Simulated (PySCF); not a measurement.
BiBr₂, SMILES [Br][Bi][Br], multiplicity 2.

The structure is a stationary point at B3LYP-D3(BJ)/def2-SVP. The multiplicity is an assumed one; other spin states were not compared. The isomer is the one that the SMILES or the coordinates give; other isomers of the formula were not compared. The def2 effective core potentials stand for the cores of Bi; spin–orbit coupling is left out.

Calculation: PySCF with CAM-B3LYP/def2-TZVPD.

Isolated molecule, no solvent.

* **total energy**: -5363.25978 hartree
* **point group**: C2v
* **α spin, highest occupied and lowest empty level**: -7.54 and -1.80 eV
* **β spin, highest occupied and lowest empty level**: -9.55 and -2.74 eV
* **dipole moment**: 3.64 D
* **quadrupole, principal values (traceless, Buckingham form, about the centre of nuclear charge)**: -7.30, 1.09, 6.21 D·Å
* **mean static polarisability**: 94.9 bohr³ (14.06 Å³)
* **polarisability, principal values**: 69.7, 91.0, 124.0 bohr³
* **⟨S²⟩**: 0.753 (pure state 0.75)
